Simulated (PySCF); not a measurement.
Dipole response of C²⁺ (carbon, charge +2)

[He] 2s2, closed-shell 1S. All numbers are calculated (PySCF 2.14, scalar relativity by spin-free X2C-1e, in x2c-TZVPPall with one added diffuse shell each of s, p, d type (6s4p3d1f, 40 functions)). Coupled (time-dependent) response in atomic units; α is the mean over directions.

```json
{"method": "UHF", "mean α (bohr³)": "4.490", "C₆ (like pair)": "7.061", "S(−4)": "22.91"}
{"method": "PBE", "mean α (bohr³)": "4.213", "C₆ (like pair)": "6.470", "S(−4)": "19.97"}
{"method": "PBE0", "mean α (bohr³)": "4.269", "C₆ (like pair)": "6.590", "S(−4)": "20.52"}
{"method": "BHandHLYP", "mean α (bohr³)": "4.371", "C₆ (like pair)": "6.753", "S(−4)": "22.01"}
{"method": "revPBE", "mean α (bohr³)": "4.225", "C₆ (like pair)": "6.529", "S(−4)": "19.85"}
```

S(−4) is the Cauchy moment in α(ω) = α(0) + S(−4) ω² + …

α(iu) at PBE:

| u (hartree) | α(iu) (bohr³) |
| --- | --- |
| 0 | 4.213 |
| 0.0500 | 4.164 |
| 0.100 | 4.023 |
| 0.200 | 3.549 |
| 0.300 | 2.979 |
| 0.500 | 2.007 |
| 0.750 | 1.272 |
| 1.00 | 0.8708 |
| 1.50 | 0.4845 |
| 2.00 | 0.3105 |
| 3.00 | 0.1598 |
| 5.00 | 0.06630 |

A single London oscillator, α(iu) = α/(1 + u²/ω²), gives C₆ = (3/4) ω α². Matching the computed C₆ needs ω = 4 × 6.470 / (3 × 4.213²) = 0.486 hartree.

For an ion, C₆ is the dispersion term alone; charge-induced terms of lower order in 1/R come first.
